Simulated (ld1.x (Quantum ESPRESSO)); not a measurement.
Configuration tests for ruthenium (PAW)

```
Element                 : Ru (Z = 44)
Generator               : ld1.x (Quantum ESPRESSO) 7.5
Type                    : PAW
Functional              : PBE
Relativity              : fully relativistic
Frozen core             : [Ar] 3d10 4s2
Valence charge          : 14
Reference configuration : 4p6 4d7 5s1 5p0
Partial waves           : 5s (bound): rcut 2.50, rcutus 2.85 bohr; 5s channel at 3.8 Ry: rcut 2.50, rcutus 2.85 bohr; 4p (bound): rcut 1.50, rcutus 2.05 bohr; 5p (bound, empty): rcut 1.50, rcutus 2.05 bohr; 4d (bound): rcut 1.45, rcutus 1.90 bohr; 4d channel at 4.8 Ry: rcut 1.45, rcutus 1.90 bohr
Local potential         : all-electron potential smoothed inside 1.90 bohr (lloc = -1)
Core correction         : Bessel-smoothed model core, default radius (core density twice the valence density)
Augmentation charge     : BESSEL, radius 1.55 bohr
```

Open shells are filled in proportion to 2j + 1 (rel_dist='average').

Energies are relative to the spin-unpolarised reference configuration 4p6 4d7 5s1 5p0; without spin polarisation the order of configurations can differ from experiment.

| valence configuration | charge | ΔE all-electron (eV) | error AE − PS (meV) |
| --- | --- | --- | --- |
| 4p6 4d7 5s0 5p0 | +1 | 7.293 | +8.9 |
| 4p6 4d6 5s0 5p0 | +2 | 25.479 | +11 |
| 4p6 4d5 5s0 5p0 | +3 | 56.099 | -14 |
| 4p6 4d6 5s1 5p0 | +1 | 10.113 | -8.2 |
| 4p6 4d6 5s1 5p1 | 0 | 5.649 | +4.1 |
| 4p5 4d7 5s1 5p0 | +1 | 52.461 | -40 |
| 4p6 4d7.5 5s0.5 5p0 | 0 | -0.318 | -0.6 |

The ghost test of this file was not conclusive.
